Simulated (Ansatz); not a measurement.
Frontier orbitals of C$_{7}$H$_{11}$GeN, SMILES `C[N]([GeH3])c1ccccc1`.

```xyz
20

C     1.9110   -1.3955    0.1632
N     0.9598   -0.4489    0.6934
Ge    1.1239    0.1432    2.4366
C    -0.0590   -0.0081   -0.1294
C    -0.1864   -0.4566   -1.4519
C    -1.2163   -0.0006   -2.2590
C    -2.1490    0.9085   -1.7883
C    -2.0326    1.3592   -0.4808
C    -1.0109    0.9128    0.3347
H     2.4506   -0.9903   -0.7018
H     1.4265   -2.3288   -0.1495
H     2.6480   -1.6446    0.9262
H     1.3180    1.6693    2.4719
H     2.3636   -0.5797    2.9778
H    -0.1281   -0.2262    3.2516
H     0.5212   -1.1665   -1.8577
H    -1.2848   -0.3685   -3.2770
H    -2.9511    1.2601   -2.4253
H    -2.7486    2.0712   -0.0852
H    -0.9557    1.2900    1.3505
```

The species carries charge 0 and has multiplicity 1. Correlated methods include outer-core shells of Ge, which these sets cover unevenly. Scalar relativity is left out up to krypton. Geometry: relaxed with PBE0-D4/def2-TZVP. It is one conformer, not always the lowest. Basis def2-TZVPP, Ansatz 0.2.0.

```csv
functional,HOMO (eV),LUMO (eV),gap (eV)
LDA (SPW92),-4.91,-1.16,3.75
PBE,-4.73,-0.91,3.82
B97M-V,-4.94,-0.70,4.24
PBE0,-5.70,-0.02,5.68
B3LYP,-5.51,-0.21,5.30
r2SCANh,-5.26,-0.42,4.84
r2SCAN0,-5.82,0.06,5.88
HSE06 (plane-wave form),-5.32,-0.40,4.92
BHLYP,-6.53,0.99,7.52
ωB97M-V,-7.72,1.95,9.67
HF,-7.72,3.48,11.20
```

From PBE to PBE0 the HOMO moves by −0.97 eV and the LUMO by +0.89 eV, and with ωB97M-V by −2.99 and +2.86 eV, so the gap grows from 3.82 to 9.67 eV with exact exchange. A positive LUMO is unbound and depends on the basis.

B3LYP here is the variant with VWN-RPA as its local correlation; programs differ in this.
